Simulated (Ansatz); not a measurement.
One change: `[CH3][GaH][NH2]` becomes `[CH3][GaH][SH]`.

Ansatz, PBE0-D4/def2-TZVP geometries, multiplicity 1. Each molecule was computed in one conformer, which needn't be the lowest.

Scalar relativity is left out up to krypton.

```csv
property,`[CH3][GaH][NH2]`
LUMO energy (ωB97M-V/def2-TZVPP) / eV,1.40
size of the dipole moment (ωB97M-V/def2-TZVPP) / D,0.76
"ideal-gas entropy at 298 K and 1 bar (rigid rotor, harmonic PBE0-D4/def2-TZVP) / J/(mol·K)",321
LUMO energy (PBE/def2-TZVPP) / eV,-1.05
HOMO energy (B3LYP/def2-TZVPP) / eV,-6.96
size of the dipole moment (PBE/def2-TZVPP) / D,0.90
```

(1) Give the same properties after the change, and the shifts. (Estimate.)

Answers

(1) Ansatz gave: 
```tsv
property	`[CH3][GaH][SH]`	shift
LUMO energy (ωB97M-V/def2-TZVPP) / eV	0.63	-0.77
size of the dipole moment (ωB97M-V/def2-TZVPP) / D	1.94	1.18
ideal-gas entropy at 298 K and 1 bar (rigid rotor, harmonic PBE0-D4/def2-TZVP) / J/(mol·K)	334	13
LUMO energy (PBE/def2-TZVPP) / eV	-1.84	-0.79
HOMO energy (B3LYP/def2-TZVPP) / eV	-7.27	-0.31
size of the dipole moment (PBE/def2-TZVPP) / D	1.88	0.98
```

With PBE0 the HOMO falls by 0.34 eV and the LUMO falls by 0.79 eV, so the gap narrows by about 0.45 eV. PBE moves the HOMO by -0.49 eV and ωB97M-V by -0.13 eV. The zero-point energy changes by -41.9 kJ/mol with -3 modes. Dipoles are sizes alone; their direction can turn. Modes under 60 cm⁻¹, often nearly free rotors, make the harmonic entropy too high.

B3LYP here is the variant with VWN-RPA as its local correlation; programs differ in this.
